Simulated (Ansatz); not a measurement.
`C=CCCCCCC` and `CCCCCCCCCC#N` differ in one atom or group.

Ansatz, PBE0-D4/def2-TZVP geometries, multiplicity 1. Each molecule was computed in one conformer, which needn't be the lowest.

```json
{"property": "LUMO energy (PBE0/def2-TZVPP) / eV", "`C=CCCCCCC`": "0.37"}
{"property": "size of the dipole moment (PBE/def2-TZVPP) / D", "`C=CCCCCCC`": "0.48"}
{"property": "LUMO energy (B3LYP/def2-TZVPP) / eV", "`C=CCCCCCC`": "0.12"}
{"property": "LUMO energy (PBE/def2-TZVPP) / eV", "`C=CCCCCCC`": "-0.67"}
{"property": "size of the dipole moment (ωB97M-V/def2-TZVPP) / D", "`C=CCCCCCC`": "0.44"}
{"property": "LUMO energy (ωB97M-V/def2-TZVPP) / eV", "`C=CCCCCCC`": "2.39"}
```

Give the same properties after the change, and the shifts. (Estimate.)

The calculation gave: 
```csv
property,`CCCCCCCCCC#N`,shift
LUMO energy (PBE0/def2-TZVPP) / eV,0.51,0.14
size of the dipole moment (PBE/def2-TZVPP) / D,4.18,3.70
LUMO energy (B3LYP/def2-TZVPP) / eV,0.22,0.10
LUMO energy (PBE/def2-TZVPP) / eV,-0.40,0.27
size of the dipole moment (ωB97M-V/def2-TZVPP) / D,4.23,3.79
LUMO energy (ωB97M-V/def2-TZVPP) / eV,2.06,-0.33
```

With PBE0 the HOMO falls by 1.39 eV and the LUMO rises by 0.14 eV, so the gap widens by about 1.53 eV. PBE moves the HOMO by -1.16 eV and ωB97M-V by -1.40 eV. Dipoles are sizes alone; their direction can turn.

B3LYP here is the variant with VWN-RPA as its local correlation; programs differ in this.
